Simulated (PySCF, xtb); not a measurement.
H2O3S, SMILES [SH](=O)(=O)O.

GFN2-xTB in xtb at its own geometry gives an orbital gap of 8.61 eV and a dipole moment of 3.68 D.

Geometry: PBE-D3(BJ)/def2-SVP. One conformer was computed; it need not be the lowest.

Q: What does PBE/def2-TZVPD (PySCF) give? (An estimate is asked for; the answer gives what the named calculation found.)

A: gap 6.81 eV (levels -8.07 and -1.26 eV), dipole 2.71 D.
